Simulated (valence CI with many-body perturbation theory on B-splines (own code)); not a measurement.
## Which ion has this spectrum?

A relativistic CI+MBPT calculation for an atom or ion with 33 electrons gives these levels (cm⁻¹):

```csv
J,Parity,E,g
3/2,odd,0,1.38
3/2,odd,442641,1.45
5/2,odd,481396,1.20
1/2,odd,530061,0.66
3/2,odd,979349,1.29
3/2,even,1063721,0.82
5/2,even,1091000,1.48
1/2,even,1216278,2.16
5/2,even,1236983,1.21
3/2,even,1237486,1.14
3/2,even,1504940,0.95
5/2,even,1508832,0.98
1/2,even,1510788,0.27
3/2,even,1547431,1.50
```

The energies are calculated, and their last digits are not significant.

Task: Which is it?
A. Er35+
B. Ho34+
C. Yb37+
D. Lu38+

Result: A. Er35+, ground level (4s^2 4p1/2^2 4p3/2) J=3/2.
